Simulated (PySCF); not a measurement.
Gas-phase reaction: SnBr₂ + 2 BrCl ⇌ SnCl₂ + 2 Br₂, at 1000 K and a standard pressure of 1 bar. Level: PBE0/def2-QZVP†.

Computed with PySCF and rigid-rotor harmonic-oscillator thermochemistry at 1 bar. † marks an energy on the PBE0/def2-TZVP geometry and frequencies. All species are closed-shell singlets. Sn: scalar-relativistic def2 core potential, no spin-orbit coupling. Br: all electrons, no relativistic terms. The harmonic model lacks anharmonicity and excited electronic states, which grow with temperature; levels with a mode under 35 cm⁻¹ are left out. Soft modes under 120 cm⁻¹ make the harmonic entropy rough for SnBr₂, SnCl₂.

```tsv
species	E (Ha)	H(1000 K) − E (kJ/mol)	S°(1000 K) (J/mol/K)
SnBr₂	-5362.25395	58.4	398.6
BrCl	-3033.96552	37.7	283.6
SnCl₂	-1134.57845	58.6	374.6
Br₂	-5147.81304	37.6	289.6
```
E: electronic energy; H − E holds the zero-point and thermal terms. 1 Ha = 2625.5 kJ/mol.

Q: Work out ΔH°, ΔS°, ΔG° and log10 K from these numbers.

A: 1. ΔE = 1×(-1134.57845) + 2×(-5147.81304) − 1×(-5362.25395) − 2×(-3033.96552) = -0.01954 Ha = -51.3 kJ.
2. Δ(H − E) = 1×(58.6) + 2×(37.6) − 1×(58.4) − 2×(37.7) = -0.0 kJ, so ΔH° = -51.3 kJ.
3. ΔS° = 1×(374.6) + 2×(289.6) − 1×(398.6) − 2×(283.6) = -12.0 J/K; the number of gas molecules stays the same.
4. ΔG° = ΔH° − TΔS° = -51.3 − 1000×(-12.0)/1000 = -39.3 kJ.
5. log10 K = −ΔG°/(RT ln 10) = 2.05, with RT ln 10 = 19.14 kJ/mol; at standard pressures the products are favoured.
6. A shift of 10 kJ in ΔE would move log10 K by 0.52 here.
For scale, ΔH°(298 K) is -52 kJ at this level, -54 kJ at ωB97M-V/def2-TZVP†, and runs from -61 to -12 kJ over the 18 levels computed.
